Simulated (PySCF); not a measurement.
Oxygen: a sound run and one with changed settings

Sound run: O⁺ [He] 2s2 2p3, O²⁺ [He] 2s2 2p2. Calculation: PySCF 2.14, in x2c-TZVPall; scalar relativity by spin-free X2C-1e. In the sound run the correlated levels freeze 1s2. The sound run starts from symmetry-adapted Hartree-Fock orbitals and uses a fine grid where one is needed.

A second run was set up differently.

```json
{"species": "O⁺", "method": "MP2", "sound run (hartree)": "-74.52274", "changed run (hartree)": "-74.54041", "converged": "yes"}
{"species": "O⁺", "method": "CCSD(T)", "sound run (hartree)": "-74.53957", "changed run (hartree)": "-74.55780", "converged": "yes"}
{"species": "O²⁺", "method": "MP2", "sound run (hartree)": "-73.22951", "changed run (hartree)": "-73.24665", "converged": "yes"}
{"species": "O²⁺", "method": "CCSD(T)", "sound run (hartree)": "-73.25258", "changed run (hartree)": "-73.27021", "converged": "yes"}
```

Ionisation energy of O⁺:

| method | sound run (eV) | changed run (eV) |
| --- | --- | --- |
| UHF | 34.573 | 34.573 |
| MP2 | 35.191 | 35.205 |
| SCS-MP2 | 34.939 | 34.949 |
| CCSD | 35.014 | 35.031 |
| CCSD(T) | 35.021 | 35.037 |

What was changed?
A. too few SCF iterations
B. basis contracted for another Hamiltonian
C. minimal basis
D. all electrons correlated in a valence basis

D. A valence basis has no tight correlating functions, so it recovers only part of the core correlation, and not evenly between atom and ion.
